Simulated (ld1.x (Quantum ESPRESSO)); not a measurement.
# sulfur, TM: configuration errors across variants

ld1.x (Quantum ESPRESSO) 7.5 input, shortened:

```
&input
   title='S', zed=16., rel=1, dft='PBESOL', iswitch=3,
   config='[Ne] 3s2 3p3.75 3d-2'
 /
 &inputp
   pseudotype=2, tm=.true., lloc=-1, rcloc=1.35,
   nlcc=.true., rcore=0.60
 /
3
3S  1  0   2.00   0.00  1.05  1.05  0.0
3P  2  1   3.75   0.00  1.35  1.35  0.0
3D  3  2  -2.00   0.45  1.40  1.40  0.0
 &test
   configts(1)='3s2 3p3.75'
 /
```

All-electron excitation energies from the reference (eV): (1) 3s2 3p4 -2.028; (2) 3s2 3p3 9.705; (3) 3s2 3p2 31.946; (4) 3s2 3p1 65.946; (5) 3s2 3p0 112.704; (6) 3s1 3p5 8.251; (7) 3s2 3p4.3 -3.729.

Tests that are not counted but printed errors over 1 eV. “local potential all-electron potential smoothed inside 0.84 bohr (lloc = -1)”: 3s2 3p1 (solver errors, printed error -28.1 eV); 3s2 3p0 (solver errors, printed error -28.7 eV).

2 further variants failed, have other tests or another functional or relativity, and are left out.

A true bound ghost makes a file unfit for plane-wave use even where its test errors are small: the radial tests pick states by their node count and pass the ghost by. Where a test does run into it, the solver fails or the error is huge.

Errors AE − PS in meV (a dash: test not solved or not reliable):

| change | (1) | (2) | (3) | (4) | (5) | (6) | (7) | bound ghosts |
| --- | --- | --- | --- | --- | --- | --- | --- | --- |
| base | +0.4 | +3.0 | +29 | +108 | +277 | -2.9 | +1.1 | none |
| wave 3s (bound): rc 1.05 bohr becomes 3s (bound): rc 0.76 bohr | +0.3 | +2.0 | +21 | +81 | +204 | -43 | +0.9 | not determined |
| wave 3p (bound): rc 1.35 bohr becomes 3p (bound): rc 1.54 bohr | +0.4 | +2.9 | +30 | +112 | +293 | -4.0 | +1.2 | none |
| wave 3d channel at 0.45 Ry: rc 1.40 bohr becomes 3d channel at 0.45 Ry: rc 1.80 bohr | +0.4 | +3.0 | +29 | +108 | +277 | -2.9 | +1.1 | none |
| wave 3d channel at 0.45 Ry: rc 1.40 bohr becomes 3d channel at 1.83 Ry: rc 1.40 bohr | +0.4 | +3.0 | +29 | +108 | +277 | -2.9 | +1.1 | none |
| local potential all-electron potential smoothed inside 0.84 bohr (lloc = -1) | – | -19 | -96 | – | – | -8.6 | – | s |

Give the same row for: local potential the d channel.

+0.4, +4.0, +40, +153, +422, -2.5, +1.3; bound ghosts: none.
